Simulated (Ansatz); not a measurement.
Consider the formal exchange of groups at a B–F bond: `FB(Cl)Cl` + `FBr` → `ClB(Cl)Br` + F₂.

Isolated molecules relaxed with PBE0-D4/def2-TZVP in Ansatz; ΔE leaves out vibrations. CCSD(T)/CBS adds triple-zeta CCSD(T) − MP2 to the extrapolated MP2 energy (def2 sets, frozen cores). This one scheme is used for every species. DFT in def2-TZVPP. For Br outer-core shells are correlated without core-valence functions, which leaves a few kJ/mol of doubt a bond. Scalar relativity is left out up to krypton.

| species | PBE-D4 energy (Eh) |
| --- | --- |
| `FB(Cl)Cl` | -1044.81228 |
| `FBr` | -2673.50462 |
| `ClB(Cl)Br` | -3518.76373 |
| F₂ | -199.42221 |

Work out ΔE.

ΔE = (-3518.76373) + (-199.42221) − (-1044.81228) − (-2673.50462) = 0.13096 Eh = +82.2 kcal/mol. CCSD(T)/CBS gives +87.2 kcal/mol.

Largest T1 diagnostic among the species: 0.012.

The D4 term adds −1.6 kcal/mol with B3LYP and −0.8 kcal/mol with PBE0; it sums over pairs of atoms, weighted by their polarisabilities, and B3LYP, whose exchange is more repulsive, gets the larger term. Leaving LDA and LC-ωPBE aside and taking each functional with its dispersion term where it has one, the values, not all of them listed here, spread over 11.7 kcal/mol, from revPBE-D4 to BHLYP-D4. LDA lies +3.0 kcal/mol from PBE without D4.

B3LYP here is the variant with VWN-RPA as its local correlation; programs differ in this.
